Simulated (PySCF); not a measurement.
Compound: C8H10 (charge +1 and doublet state).
Numbering: `[CH2:1]=[C:2]([CH3:3])[C:4]1=[CH:5][C@@H:6]1[CH:7][CH2+:8]` (hydrogens: H9, H10 on C1; H11, H12, H13 on C3; H14 on C5; H15 on C6; H16 on C7; H17, H18 on C8)

Structure used (GFN2-xTB), in Å, numbered top down from 1:
```
atom  x, y, z in Å
C1    -1.1386    0.3380   -1.8167
C2    -1.4607    0.0157   -0.5408
C3    -2.8508   -0.2894   -0.0935
C4    -0.4591   -0.0419    0.4477
C5     0.0402   -0.1120    1.6528
C6     1.0514   -0.4266    0.5829
C7     2.1746    0.4718    0.4197
C8     3.3276    0.1063   -0.1666
H9    -1.9027    0.4579   -2.5662
H10   -0.1192    0.4992   -2.1273
H11   -3.0869    0.2533    0.8197
H12   -2.9546   -1.3521    0.1268
H13   -3.5647   -0.0338   -0.8710
H14    0.0272    0.1801    2.6763
H15    1.2332   -1.4499    0.2629
H16    2.0543    1.4757    0.8065
H17    3.4978   -0.9012   -0.5110
H18    4.1222    0.8152   -0.3272
```

The hyperfine couplings belong to this conformer and change with its torsions.

Level of theory: UKS B3LYP, pcH-1 on C H, non-relativistic, mean-field spin-orbit, GIAO in PySCF 2.14.0. Isolated species at its GFN2-xTB geometry (one conformer only). The geometry wasn't refined by DFT: couplings that depend on bond lengths, twists or pyramidal angles can differ widely from those at the functional's own minimum, by a factor of two or more for some ions and for spin on atoms past the first row. The frame is twisted about the C2–C4 bond at this geometry (dihedral C3–C2–C4–C5 = -12°); couplings at other torsion angles weren't computed. Stability of the SCF solution: not tested.

Q: Predict the first-order ENDOR lines of C1, C8, C2, H15, H14, H9, H10, H17 and H18 under fast tumbling at B = 344.0 mT (X band).

A: For S = 1/2 in fast tumbling each set of equivalent nuclei gives two lines, ν± = |νn ± a/2| to first order, with νn = g_N μN B/h and μN/h = 7.62259 MHz/T.

| nuclei | isotope | g_N | νn (MHz) | a_iso (MHz) | lower line (MHz) | upper line (MHz) |
| --- | --- | --- | --- | --- | --- | --- |
| C1 | 13C | 1.4048 | 3.68 | 22.55 | 7.59 | 14.96 |
| C8 | 13C | 1.4048 | 3.68 | 20.57 | 6.60 | 13.97 |
| C2 | 13C | 1.4048 | 3.68 | -8.17 | 0.40 | 7.77 |
| H15 | 1H | 5.5857 | 14.65 | 69.66 | 20.18 | 49.48 |
| H14 | 1H | 5.5857 | 14.65 | 26.72 | 1.29 | 28.01 |
| H9 | 1H | 5.5857 | 14.65 | -20.45 | 4.42 | 24.87 |
| H10 | 1H | 5.5857 | 14.65 | -19.51 | 4.89 | 24.40 |
| H17 | 1H | 5.5857 | 14.65 | -18.57 | 5.36 | 23.93 |
| H18 | 1H | 5.5857 | 14.65 | -17.01 | 6.14 | 23.15 |

The rows for 13C, of low natural abundance, apply to labelled samples.

Q: Which pairs are centred on the nuclear Larmor frequency, and which on half the coupling?

A: Centred on νn, since |a| < 2νn: H14, H9, H10, H17 and H18. Centred on |a|/2 and split by 2νn: C1, C8, C2 and H15.

Q: At what field would the lower line of H17 fall to zero frequency?

A: Where νn = |a|/2, that is B = 9.29 MHz/(5.5857 × 7.62259 MHz/T) = 218 mT, as far as first order holds there.

Couplings of abundant isotopes left out: H11/H12/H13 (1.2 MHz).

H17 and H18 aren't averaged: C8 is flat or nearly so (angle sum 360°), and its turn about the short C8–C7 bond (1.34 Å) is taken as slow.

The SMILES draws the unpaired electron on C7; the largest computed Mulliken spin population is on C1 (0.33 against 0.00).
